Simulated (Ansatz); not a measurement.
CH7BOSi2 can be A, `OB1[SiH2]C1[SiH3]`, or B, `OCB1[SiH2][SiH2]1`.

Gas-phase electronic energies from Ansatz, PBE0-D4/def2-TZVP geometries. CCSD(T)/CBS adds triple-zeta CCSD(T) − MP2 to the extrapolated MP2 energy (def2 sets, frozen cores). DFT in def2-TZVPP. B3LYP here is the variant with VWN-RPA as its local correlation; programs differ in this. Each species was taken in one conformer, which may not be the lowest.

A:

Z-matrix (Å, degrees):
```
Si
B 1 1.948
C 1 1.919 2 46.7
H 1 1.485 2 120.4 3 99.1
H 1 1.483 2 127.3 3 -90.4
O 2 1.340 1 156.1 3 -162.0
Si 3 1.861 1 110.2 2 -109.4
H 3 1.091 1 125.0 2 114.4
H 6 0.961 2 113.2 1 -20.2
H 7 1.489 3 109.2 1 39.0
H 7 1.487 3 110.8 1 -80.4
H 7 1.488 3 111.6 1 158.4
```

B:

```xyz
12

O    -1.511    1.716    0.991
C    -0.606    0.692    1.366
B    -0.198   -0.349    0.273
Si    1.518   -1.107   -0.077
Si   -0.230   -0.222   -1.632
H    -2.119    1.345    0.346
H    -1.016    0.100    2.206
H     0.274    1.190    1.789
H     1.740   -2.337   -0.873
H     2.783   -0.624    0.537
H    -0.517    1.007   -2.416
H    -0.119   -1.411   -2.509
```

Problem. Which is lower in electronic energy at CCSD(T)/CBS, and by how much? (Estimate.)

Solution. Ansatz gave: A, by 233.4 kJ/mol.

Problem. Give E(B) − E(A) in kJ/mol with CCSD(T)/def2-TZVPP, PBE-D4, B2PLYP, B3LYP-D4, B3LYP, PBE0-D4, r2SCAN-D4. (Best estimate.)

Solution. The calculation gave: CCSD(T)/def2-TZVPP 232.1, PBE-D4 205.2, B2PLYP 235.7, B3LYP-D4 230.5, B3LYP 228.8, PBE0-D4 219.6, r2SCAN-D4 226.0. None reverses the order clearly.

Largest T1 diagnostic: 0.015.

In def2-TZVPP, CCSD(T) changes the Hartree–Fock value by −35.5 kJ/mol (the triples alone add −7.1 kJ/mol) and MP2 by −22.4 kJ/mol. From PBE to PBE0 (25 % exact exchange), in def2-TZVPP and without D4, E(B) − E(A) moves by +14.6 kJ/mol.
